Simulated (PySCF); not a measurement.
# Cost of excited-state runs on 5-methyl-1-hexanol, C7H16O

Cartesian coordinates in Å; atom numbers follow the order of the lines, from 1:
```xyz
24

C    -2.5382    0.8366   -0.7121
C    -2.0949   -0.0996    0.4076
C    -3.1322   -1.1927    0.6397
C    -0.7182   -0.7140    0.1454
C     0.4318    0.2787    0.0490
C     1.7892   -0.3873   -0.1192
C     2.9400    0.5982   -0.2328
O     4.1935   -0.0223   -0.3263
H    -2.5807    0.3005   -1.6755
H    -1.8567    1.6914   -0.8352
H    -3.5425    1.2426   -0.5148
H    -2.0185    0.4967    1.3367
H    -2.8412   -1.8553    1.4697
H    -4.1196   -0.7677    0.8779
H    -3.2491   -1.8194   -0.2604
H    -0.7656   -1.3120   -0.7844
H    -0.4957   -1.4356    0.9514
H     0.2628    0.9707   -0.7941
H     0.4445    0.9091    0.9569
H     1.9932   -1.0640    0.7284
H     1.7735   -1.0263   -1.0228
H     2.9749    1.2309    0.6694
H     2.7559    1.2858   -1.0852
H     4.1869   -0.5825   -1.1092
```

PySCF with density fitting, on 1 thread of an AMD EPYC 9R45 96-Core, shared host. Command: `OMP_NUM_THREADS=1 python excited_run.py task.json out`

(1) How long does each of these runs take, and how much memory?
- first hyperpolarisability, CAM-B3LYP/aug-cc-pVDZ; usual settings
- excited states, wB97X-D/aug-cc-pVDZ; Tamm-Dancoff; spin-orbit couplings; 6 states; 5 triplets; quadratic response for 4 states
- excited states, CAM-B3LYP/aug-cc-pVDZ; two-photon moments; 8 states; quadratic response for 6 states; 0 triplets

Answers

(1) 
```tsv
run	level	basis functions	wall time	peak memory (GiB)
first hyperpolarisability	CAM-B3LYP/aug-cc-pVDZ	328	58 s	1.5
excited states	wB97X-D/aug-cc-pVDZ	328	61 s	1.4
excited states	CAM-B3LYP/aug-cc-pVDZ	328	87 s	1.5
```
Times from a shared host are rough.
